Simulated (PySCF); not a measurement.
A species of formula C6H11FOSi has this rotational fingerprint, computed with PBE0/pcSseg-1 in PySCF (dipole) on a GFN2-xTB geometry, gas phase:

* Rotational constants: A = 3268, B = 453.2, C = 445.9 MHz
* Dipole components: |μa| = 4.35 D, |μb| = 0.65 D, |μc| = 0.37 D
* Inertial defect: -136.19 u·Å²
* κ: -0.99

**Question.** Which candidate fits, each taken in the one conformer that was computed?
A. `[F:1][SiH2:2][CH2:3][O:4][C:5]1=[CH:6][CH2:7][CH2:8][CH2:9]1` with F1–Si2–C3–O4 -179°, Si2–C3–O4–C5 180°, C3–O4–C5–C6 0°, C5–C6–C7–C8 13°, C6–C7–C8–C9 -21°, C7–C8–C9–C5 20°, O4–C5–C9–C8 168°
B. `[CH3:1][C:2]#[C:3][Si@@H:4]([F:5])[C@H:6]([CH3:7])[CH2:8][OH:9]` with C3–Si4–C6–C7 -179°, Si4–C6–C8–O9 48°, C6–C8–O9–H 61°
C. `[CH3:1][CH2:2][CH2:3][SiH2:4]/[C:5]([F:6])=[CH:7]/[CH:8]=[O:9]` with C1–C2–C3–Si4 180°, C2–C3–Si4–C5 179°, C3–Si4–C5–F6 71°, C5–C7–C8–O9 179°
D. `[CH2:1]=[CH:2][CH2:3][C@@H:4]1[CH2:5][CH2:6][O:7][Si@H:8]1[F:9]` with C1–C2–C3–C4 122°, C2–C3–C4–C5 -179°, C3–C4–C5–C6 -160°, C4–C5–C6–O7 36°, C5–C6–O7–Si8 -20°, C6–O7–Si8–F9 -119°
E. `[CH3:1]/[CH:2]=[C:3]1\[SiH2:4][C@@H:5]([O:6][CH3:7])[C@H:8]1[F:9]` with Si4–C5–O6–C7 179°, C2–C3–Si4–C5 159°, C3–Si4–C5–O6 -105°, Si4–C5–C8–F9 -136°, C2–C3–C8–C5 -158°

**Answer.** C. It is CCC[SiH2]/C(F)=C/C=O, a near-prolate asymmetric top, point group C1. The candidates at the same level (rigid rotor, commonest isotopes):

| SMILES | A (MHz) | B (MHz) | C (MHz) | μa (D) | μb (D) | μc (D) | Δ (u·Å²) | point group | rotor |
| --- | --- | --- | --- | --- | --- | --- | --- | --- | --- |
| C/C=C1\[SiH2][C@@H](OC)[C@H]1F | 2152 | 962.8 | 766.9 | 0.78 | 0.55 | 0.88 | -100.76 | C1 | asymmetric top |
| CCC[SiH2]/C(F)=C/C=O | 3268 | 453.2 | 445.9 | 4.35 | 0.65 | 0.37 | -136.19 | C1 | near-prolate asymmetric top |
| C=CC[C@@H]1CCO[Si@H]1F | 2180 | 943.4 | 710.5 | 1.00 | 2.61 | 0.24 | -56.28 | C1 | asymmetric top |
| CC#C[Si@@H](F)[C@H](C)CO | 1771 | 815.2 | 619.5 | 0.14 | 1.63 | 0.99 | -89.48 | C1 | asymmetric top |
| F[SiH2]COC1=CCCC1 | 4957 | 503.0 | 465.5 | 1.33 | 0.24 | 0.09 | -20.88 | C1 | near-prolate asymmetric top |

`C/C=C1\[SiH2][C@@H](OC)[C@H]1F` has B 112 % too high; `F[SiH2]COC1=CCCC1` has A 52 % too high; `CC#C[Si@@H](F)[C@H](C)CO` has B 80 % too high; `C=CC[C@@H]1CCO[Si@H]1F` has B 108 % too high. No structure here is proved a minimum.
